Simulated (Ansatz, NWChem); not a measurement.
# Heat of formation of LiBr (SMILES [Li][Br]) from total energies

LiBr: 2 atoms, total charge 0, spin state singlet. As SMILES, `[Li][Br]`. The coordinates come from a PBE0-D4/def2-TZVP relaxation.

```xyz
2

Li   -0.9103    0.2777   -0.4761
Br    0.9397   -0.3379    0.4801
```

Total energies at CAM-B3LYP/aug-cc-pVTZ (NWChem 7.3.0); the atoms run unrestricted:

| species | state | energy (Eh) |
| --- | --- | --- |
| LiBr | singlet | -2581.916231 |
| Li | doublet | -7.470455 |
| Br | doublet | -2574.286082 |

Harmonic wavenumbers at PBE0-D4/def2-TZVP, in cm⁻¹: 570.

Measured heats of formation of the gaseous atoms at 298.15 K, in kJ/mol: Li 159.3, Br 111.9. Spin-orbit lowering of the atoms at 298 K (mean of the ground term's levels less their thermal mean, from spectra), in kJ/mol: Br 14.69. Take 1 Eh = 2625.50 kJ/mol, 1 cm⁻¹ = 0.0119627 kJ/mol, RT = 2.479 kJ/mol.

Task: Work out the heat of formation of the gas at 298 K.

Result: 
1. Electronic atomisation energy: (-7.470455) + (-2574.286082) − (-2581.916231) = 0.159694 Eh = 419.3 kJ/mol.
2. Zero-point energy: half the sum of the wavenumbers, 285 cm⁻¹ = 3.4 kJ/mol.
3. Thermal vibrational enthalpy, Σ hcν̃/(exp(hcν̃/kT) − 1): 0.5 kJ/mol. Translation, rotation and pV of a linear molecule: 3.5 RT = 8.7 kJ/mol.
4. The 2 free atoms carry 5/2 RT each: 12.4 kJ/mol.
5. Spin-orbit coupling lowers the free atoms by 14.69 = 14.7 kJ/mol.
6. Atomisation enthalpy at 298 K: 419.3 − 14.7 − 3.4 − 0.5 − 8.7 + 12.4 = 404.4 kJ/mol.
7. Sum of the atoms' heats of formation: 271.2 kJ/mol. Heat of formation: 271.2 − 404.4 = -133.2 kJ/mol.

No measured value is set beside it here. Relativity is left out. Anharmonicity and any spin-orbit splitting of the molecule are left out.
